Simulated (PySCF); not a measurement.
A calculated (CAM-B3LYP, PySCF 2.14, ANO-RCC-VTZP, the spin-free X2C one-electron Hamiltonian (Gaussian nucleus)) atom or ion has these occupied shells.

```tsv
shell	electrons	orbital energy (eV)	rms radius, mean of both spins (bohr)
1s α	1	-8893.6	0.0601
1s β	1	-8893.6	0.0601
2s α	1	-1086.0	0.255
2s β	1	-1085.3	0.255
2p α	3	-938.22	0.228
2p β	3	-937.60	0.228
3s α	1	-129.62	0.763
3s β	1	-127.99	0.763
3p α	3	-85.827	0.810
3p β	3	-84.125	0.810
3d α	5	-15.790	1.10
3d β	4	-14.566	1.10
4s α	1	-9.568	2.90
4p α	1	-4.245	3.62
```

Q: Name the element and its charge.

A: Cu (copper, neutral), in [Ar] 3d9 4s1 4p1, one real determinant (an excited configuration).
